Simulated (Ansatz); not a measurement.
Dissociation curve of Mn(CO)5(Me), SMILES [CH3][Mn](<-[C-]#[O+])(<-[C-]#[O+])(<-[C-]#[O+])(<-[C-]#[O+])<-[C-]#[O+] (C6H3MnO5). The C2–O15 bond (C2 also carries Mn; O15 carries nothing else) is pulled apart rigidly from the PBE0/def2-SVP optimised geometry. Each curve is given relative to its own lowest point near equilibrium.

```json
[
 {"R / Å": "0.94", "A": "91.0", "B": "99.9", "C": "92.1"},
 {"R / Å": "1.00", "A": "38.1", "B": "44.5", "C": "39.0"},
 {"R / Å": "1.07", "A": "8.0", "B": "11.3", "C": "8.6"},
 {"R / Å": "1.10", "A": "2.4", "B": "4.4", "C": "2.8"},
 {"R / Å": "1.14", "A": "0.0", "B": "0.2", "C": "0.0"},
 {"R / Å": "1.17", "A": "1.2", "B": "0.0", "C": "0.9"},
 {"R / Å": "1.23", "A": "9.1", "B": "5.3", "C": "8.2"},
 {"R / Å": "1.29", "A": "22.3", "B": "15.8", "C": "20.7"},
 {"R / Å": "1.39", "A": "50.5", "B": "39.9", "C": "47.6"},
 {"R / Å": "1.52", "A": "91.1", "B": "75.5", "C": "86.5"},
 {"R / Å": "1.66", "A": "133.0", "B": "112.8", "C": "126.6"},
 {"R / Å": "1.85", "A": "181.6", "B": "157.1", "C": "173.1"},
 {"R / Å": "2.10", "A": "228.3", "B": "201.7", "C": "218.1"},
 {"R / Å": "2.39", "A": "260.0", "B": "226.3", "C": "249.5"},
 {"R / Å": "2.79", "A": "280.1", "B": "237.4", "C": "269.8"},
 {"R / Å": "3.30", "A": "290.7", "B": "242.5", "C": "280.6"}
]
```

Energies in kcal/mol.

### Question
Assign the columns to these levels of theory: restricted B3LYP/def2-SVP (Ansatz, a quantum-chemistry and plane-wave program); restricted PBE0/def2-SVP (Ansatz); unrestricted PBE/def2-SVP run with Ansatz.

### Answer
A is RKS-PBE0; B is UKS-PBE; C is RKS-B3LYP.

The restricted form behind RKS-B3LYP, RKS-PBE0 keeps the bonding electrons paired and can't separate into open-shell fragments. The unrestricted determinant behind UKS-PBE is spin-contaminated at 2.10 to 3.30 Å (<S²> up to 1.0, against 0.00 for a pure singlet).
